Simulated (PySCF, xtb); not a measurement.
C2HF3Si, SMILES C#C[Si](F)(F)F.

GFN2-xTB run with xtb at its own geometry gives an orbital gap of 5.95 eV and a dipole moment of 3.07 D.

Geometry optimised at B3LYP-D3(BJ)/def2-SVP.

Problem. What does PBE/def2-TZVP (PySCF) give? (Estimate from the structure and the level; the computed values follow.)

Solution. gap 6.09 eV (levels -8.06 and -1.97 eV), dipole 2.60 D.
